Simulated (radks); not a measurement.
Values are calculated unless marked as measured or tabulated.
Q: Radial electron density D(r) = 4 pi r^2 rho(r) of an atom or ion with 21 electrons. Level of theory: non-relativistic Kohn-Sham, r2SCAN, spin-unpolarised, spherical densities, point nucleus; meta-GGA in the generalised Kohn-Sham scheme (a radial shooting solver on a logarithmic mesh with Libxc functionals).

```
   r/bohr * D(r) (the largest magnitude, 29.5, reaches the edge; | marks zero)
 0.002848 |*
 0.003709 | *
 0.004868 |   *
 0.006339 |     *
 0.008254 |        *
  0.01075 |            *
    0.014 |                   *
  0.01837 |                           *
  0.02392 |                                    *
  0.03115 |                                            *
  0.04056 |                                                 *
  0.05281 |                                                 *
  0.06932 |                                            *
  0.09026 |                                       *
   0.1175 |                                       *
    0.153 |                                              *
   0.2009 |                                                      *
   0.2616 |                                                  *
   0.3406 |                                  *
   0.4435 |                  *
   0.5775 |                *
    0.758 |                    *
   0.9871 |                 *
    1.285 |         *
    1.674 |   *
    2.179 | *
     2.86 | *
    3.725 |*
     4.85 *
    6.315 *
    8.223 *
```

What is the nuclear charge?

A: Z = 23. The innermost maximum, from 1s, lies near 1/Z = 0.0435 bohr (found: 0.0468), and its height grows with Z. The density is that of the vanadium ion V2+ in [Ar] 3d1 4p2; the configuration itself is not fixed sharply by these data, and Z only to about a unit. D(r) has 3 maxima, at r = 0.0468, 0.216, 0.802 bohr, and minima at 0.104, 0.533 bohr, inside which lie 2.14, 10.43 electrons.
